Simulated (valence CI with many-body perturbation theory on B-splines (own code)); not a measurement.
**Energy levels of Dy¹⁶⁺**

Level of theory: configuration interaction combined with many-body perturbation theory (CI+MBPT): four valence electrons over a frozen Dirac-Fock core [Kr] 4d10, radial functions for each j: 7 s, 7 p, 7 d, 7 f, 4 g, 2 h, with the one-electron correlation potential Σ1 (screened to all orders), the two-electron term Σ2, the three-electron term Σ3, Breit, model QED; selected single and double excitations, second order for the rest, scaled by the run's own slope (own B-spline code, finite nucleus).

No measured levels were compared; by estimate terms of the open shell hold to a few per cent of their energy, and close levels can change places.

Levels 46 to 90 of 195, with energies above the lowest level, 4f4 5I_4. "Leading %" is the weight of the configuration and term that name the level; weights of strongly mixed levels are sums over their largest components and can fall short. Lifetimes count E1, E2, E3, M1 and M2 decay at the calculated energies, and are blank where another channel may lead or the interval is too uncertain; long ones can be off by a factor of two.

```
No.  Configuration  Term   J  E (cm⁻¹)  Leading %  Second component  Lifetime
 46            4f4    5D   1     60294         90        5 % 4f4 3P    101 ms
 47            4f4    1L   8     62741         51       25 % 4f4 3M   14.4 ms
 48            4f4    5D   2     62767         89        6 % 4f4 3F   78.1 ms
 49            4f4    3F   3     64422         52       37 % 4f4 5D   23.5 ms
 50            4f4    5D   4     65264         65       17 % 4f4 3F   46.0 ms
 51            4f4    5D   3     65865         49       46 % 4f4 3F   22.8 ms
 52            4f4    1G   4     67198         56       24 % 4f4 3F   15.1 ms
 53            4f4    1I   6     69049         54       36 % 4f4 3H   22.1 ms
 54            4f4    3H   4     70505         50       18 % 4f4 1G   33.7 ms
 55            4f4    1D   2     70550         51       25 % 4f4 3D   12.2 ms
 56            4f4    3H   5     72316         69       27 % 4f4 1H   25.2 ms
 57            4f4    3G   5     73342         35       34 % 4f4 1H   14.2 ms
 58            4f4    3F   4     73768         83        6 % 4f4 3G   13.2 ms
 59            4f4    1K   7     74781         85       11 % 4f4 3I   20.3 ms
 60            4f4    1D   2     77824         77       15 % 4f4 3F   10.2 ms
 61            4f4    3H   6     77946         60       36 % 4f4 1I   25.2 ms
 62            4f4    3G   3     79146         74       22 % 4f4 3F   29.8 ms
 63            4f4    3G   4     79770         38       26 % 4f4 3H   21.0 ms
 64            4f4    3K   6     83512         74       10 % 4f4 3I   57.7 ms
 65            4f4    3H   4     83707         34       26 % 4f4 3G   18.6 ms
 66            4f4    3G   5     84026         66       16 % 4f4 3H   15.4 ms
 67            4f4    1N  10     84128         97                     26.8 ms
 68            4f4    3F   2     84929         94        5 % 4f4 1D   32.0 ms
 69            4f4    3H   4     86123         51       23 % 4f4 3F   16.8 ms
 70            4f4    3K   8     86526         72       28 % 4f4 1L   61.1 ms
 71            4f4    3K   7     86818         90        8 % 4f4 3I   64.3 ms
 72            4f4    3F   3     87230         74       23 % 4f4 3G   20.6 ms
 73            4f4    3H   5     88269         79       14 % 4f4 3I   12.1 ms
 74            4f4    3H   6     90036         75       15 % 4f4 3K   10.8 ms
 75            4f4    3P   0     91952         85        8 % 4f4 1S   6.97 ms
 76            4f4    1G   4     95030         57       23 % 4f4 3F   14.7 ms
 77            4f4    1L   8     96508         71       28 % 4f4 3K   21.5 ms
 78            4f4    3P   1     98598         94                     6.78 ms
 79            4f4    3I   5     99019         82       14 % 4f4 3H   21.7 ms
 80            4f4    3I   6    100080         77       16 % 4f4 1I   31.8 ms
 81         4f3.5s   5I°   4    102070         94    6 % 4f3.5s 3H°   24.0 ms
 82            4f4    3I   7    102540         92        7 % 4f4 3K   23.1 ms
 83            4f4    3G   3    104400         91                     12.2 ms
 84            4f4    3G   4    104650         76       12 % 4f4 1G   12.0 ms
 85         4f3.5s   5I°   5    105820         91    4 % 4f3.5s 3I°   19.3 ms
 86            4f4    3P   2    105930         85        7 % 4f4 3D   9.67 ms
 87            4f4    3G   5    106740         95                     14.1 ms
 88            4f4    1I   6    109640         77       11 % 4f4 3H   9.82 ms
 89         4f3.5s   5I°   6    110860         95                     16.2 ms
 90            4f4    1F   3    111760         56       31 % 4f4 3D   16.0 ms
```

Names give the largest LS component (configuration and term), which can be under half, so a name can repeat, a term be missing and a line seem to break the LS rules; names also repeat where a configuration has a term twice.

Where two levels of one J and parity lie close, their mixing, g and order are uncertain.
